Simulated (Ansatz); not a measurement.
Input (CCSDT(Q)/def2-TZVPP; Ansatz, a first-principles code):

Ansatz 0.2 input:
```yaml
crystal:
  periodic: [false, false, false]
  atoms:
    - {symbol: Mg, position_ang: [-0.65978623, -0.39212870, -0.53602548]}
    - {symbol: C, position_ang: [0.80746738, 0.47989958, 0.65600503]}
    - {symbol: H, position_ang: [1.29643546, -0.33401059, 1.18666364]}
    - {symbol: H, position_ang: [0.29201200, 1.16150581, 1.32895140]}
    - {symbol: H, position_ang: [1.48418304, 0.99865173, -0.01933951]}
basis:
  gaussian:
    orbitals: def2-TZVPP
total_charge: 1
magnetization: {spin_polarized: false}
correlation: {method: ccsdt_q, electrons: outside_noble_gas}
```

Output:

```
Functional definition: HF
integrals: 0.20 GiB planned
1413 factors; integrals over basis functions are off by at most 1.7e-7 eV
mean field: 0.29 GiB planned
mean field evaluation 1: about -6495.8280 eV, gradient 5.3e1 eV
mean field evaluation 2: about -6495.8295 eV, gradient 5.3e1 eV
mean field evaluation 4: about -6502.6337 eV, gradient 3.0e0 eV
mean field evaluation 8: about -6502.6764 eV, gradient 5.1e-4 eV
mean field evaluation 16: about -6502.6765 eV, gradient 2.2e-1 eV
mean field -6502.67638325 eV, -238.9689494120 hartree, gradient 6.2e-6 eV, S^2 0.000000; 0 other end points of the search recorded, 0 dependent functions left out; unrestricted orbitals would lower it
6 core orbitals not correlated
reference -6502.67638325 eV, -238.9689494120 hartree; 4, 4 occupied and 95, 95 virtual orbitals, 1413 factors
second order -5.62075206 eV of doubles, -0.00000000 eV of singles
coupled cluster: 1.35 GiB planned
cycle   1  -5.89493836 eV  change   -2.7e-1 eV  update   6.9e-2
cycle   2  -6.18049236 eV  change   -2.9e-1 eV  update   3.5e-2
cycle   3  -6.35746562 eV  change   -1.8e-1 eV  update   1.7e-2
cycle   4  -6.33807635 eV  change    1.9e-2 eV  update   6.6e-3
cycle   5  -6.32983817 eV  change    8.2e-3 eV  update   4.8e-3
cycle   6  -6.34005748 eV  change   -1.0e-2 eV  update   1.5e-3
cycle   7  -6.34018663 eV  change   -1.3e-4 eV  update   6.9e-4
cycle   8  -6.33963266 eV  change    5.5e-4 eV  update   2.6e-4
cycle   9  -6.33962962 eV  change    3.0e-6 eV  update   1.0e-4
cycle  10  -6.33971824 eV  change   -8.9e-5 eV  update   2.7e-5
cycle  11  -6.33967662 eV  change    4.2e-5 eV  update   1.3e-5
cycle  12  -6.33968513 eV  change   -8.5e-6 eV  update   4.5e-6
cycle  13  -6.33968557 eV  change   -4.4e-7 eV  update   1.5e-6
cycle  14  -6.33968586 eV  change   -2.9e-7 eV  update   4.1e-7
perturbative correction -0.01149432 eV, -0.0004224085 hartree
Total energy: -6509.02756343 eV, -239.2023509787 hartree
```

 In a CCSD(T) run of this state the restricted determinant is unstable towards broken spin symmetry.

A triplet may lie lower; no result for it is given here.
